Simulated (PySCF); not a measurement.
A side-by-side comparison of computed properties.

First species: C5H8FN3.
SMILES with atom numbers: `[CH3:1][CH2:2][c:3]1[c:4]([F:5])[n:6][n:7][n:8]1[CH3:9]` (hydrogens: H10, H11, H12 on C1; H13, H14 on C2; H15, H16, H17 on C9)

Geometry (GFN2-xTB, Å), atoms numbered from 1 in this order:
```
atom  x, y, z in Å
C1    -1.572   -1.264   -0.514
C2    -1.024   -0.465    0.671
C3    -0.172    0.661    0.210
C4    -0.468    1.972   -0.125
F5    -1.657    2.565   -0.067
N6     0.640    2.602   -0.526
N7     1.612    1.769   -0.466
N8     1.161    0.599   -0.032
C9     2.050   -0.511    0.141
H10   -2.187   -2.086   -0.156
H11   -0.764   -1.674   -1.116
H12   -2.183   -0.626   -1.147
H13   -1.857   -0.055    1.245
H14   -0.444   -1.120    1.325
H15    1.754   -1.346   -0.495
H16    3.045   -0.173   -0.140
H17    2.058   -0.837    1.182
```

Second species: C5H4F2O2.
Atom-mapped SMILES: `[F:1][CH2:2][C:3]1=[C:4]([F:5])[O:6][CH:7]=[CH:8][O:9]1` (hydrogens: H10, H11 on C2; H12 on C7; H13 on C8)

Levels: CAM-B3LYP/def2-SVPD for dipole moment, HOMO energy, LUMO energy, HOMO–LUMO gap, static isotropic polarisability and electronic spatial extent ⟨r²⟩ about the centre of nuclear charge; TDDFT CAM-B3LYP/def2-SVPD for lowest singlet excitation; TDA CAM-B3LYP/def2-SVPD for lowest triplet excitation (Tamm–Dancoff); GFN2-xTB for rotational constant A and rotational constant C. Geometries: GFN2-xTB. Each structure is a single optimised conformer of the isolated species, non-relativistic unless stated; the electronic structure was computed with PySCF and density fitting.

The conformers computed, where there is a choice (atom-mapped SMILES and torsion angles):
- `[CH3:1][CH2:2][c:3]1[c:4]([F:5])[n:6][n:7][n:8]1[CH3:9]`: C1–C2–C3–C4 89°
- `[F:1][CH2:2][C:3]1=[C:4]([F:5])[O:6][CH:7]=[CH:8][O:9]1`: F1–C2–C3–C4 88°

(1) Which has the higher static isotropic polarisability?

(2) Which has the higher S1 energy?

(3) Which has the higher LUMO energy?

(4) Which of the two has the higher rotational constant C, and by how much?

(5) Which of the two has the higher HOMO energy, and by how much?

(6) Which has the higher ⟨r²⟩?

(7) Which has the higher T1 energy?

(8) Which has the higher HOMO–LUMO gap?

Results:

(1) The first: 78.4 au against 63.8 au, a difference of 14.6 au.

(2) The first: 5.94 eV against 4.36 eV, a difference of 1.58 eV.

(3) The first: 0.73 eV against 0.42 eV, a difference of 0.31 eV.

(4) The first: 1.019 GHz against 1.011 GHz, a difference of 0.008 GHz.

(5) The second: -7.58 eV against -8.51 eV, a difference of 0.93 eV.

(6) The first: 1156 bohr² against 1081 bohr², a difference of 75 bohr².

(7) The first: 4.41 eV against 3.22 eV, a difference of 1.19 eV.

(8) The first: 9.24 eV against 8.00 eV, a difference of 1.24 eV.

On the first: The 8 singlets span 5.94 to 7.88 eV, and their oscillator strengths add up to 0.27. S1 lies 3.30 eV below the HOMO–LUMO gap; its leading configuration is HOMO−1→LUMO, weight 0.46, beside HOMO−1→LUMO+1, weight 0.41.

On the second: No computed singlet falls in the visible range (750 to 380 nm, 1.65 to 3.26 eV); S1 lies 1.10 eV above its blue end. S1 lies 3.64 eV below the HOMO–LUMO gap; its leading configuration is HOMO→LUMO, weight 0.98.
